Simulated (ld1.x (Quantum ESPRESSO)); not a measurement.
Building the PAW potential for Gd (Z = 64) (PBE, scalar-relativistic).

```
Element                 : Gd
Generator               : ld1.x (Quantum ESPRESSO) 7.5
Type                    : PAW
Functional              : PBE
Relativity              : scalar-relativistic
Frozen core             : [Kr] 4d10
Valence charge          : 18
Reference configuration : 4f7 5s2 5p6 5d1 6s0 6p0 (charge +2)
Partial waves           : 5s (bound): rcut 1.70, rcutus 1.90 bohr; 6s (bound, empty): rcut 1.70, rcutus 1.90 bohr; 5p (bound): rcut 2.80, rcutus 3.00 bohr; 6p (bound, empty): rcut 2.80, rcutus 3.00 bohr; 5d (bound): rcut 2.60, rcutus 2.95 bohr; 5d channel at -1 Ry: rcut 2.60, rcutus 2.95 bohr; 4f (bound): rcut 1.30, rcutus 1.45 bohr; 4f channel at 0.15 Ry: rcut 1.30, rcutus 1.45 bohr
Local potential         : all-electron potential smoothed inside 1.25 bohr (lloc = -1)
Core correction         : Bessel-smoothed model core, default radius (core density twice the valence density)
Augmentation charge     : PSQ, inside the norm-conserving radii
```

Poles of the logarithmic derivatives, all-electron (AE) and pseudo (PS). s: poles at -4.7, 0.5 (AE) and -4.7, 0.5 (PS) Ry. p: poles at -3.0, 1.6 (AE) and -3.0, 0.7, 2.5 (PS) Ry. d: poles at -0.7, 3.5 (AE) and -0.7, 2.9 (PS) Ry. f: poles at -1.6, 1.7 (AE) and -1.6, 1.7 (PS) Ry. Test radius 3.27 bohr.

- Cutoffs needed: 70 Ry and 110 Ry (the cutoffs (Ry, on a coarse ladder) from which the occupation-weighted sum of valence levels, in a spherical-Bessel basis at the reference potential, stays within 10 and 1 mRy of its value at 400 Ry)
- Ghost test: ghost state, extra bound levels that the all-electron valence spectrum of the same l lacks: s at -99.8 eV; a true bound ghost makes a file unfit for plane-wave use (spherical-Bessel basis up to 400 Ry, 20 bohr box)
- Configuration tests: test run stopped at test 1 of 7 (negative rho)
- Lowest eigenvalue of the overlap operator: 0.09 (s channel)
- Density cutoff estimated by the generator: 358 Ry
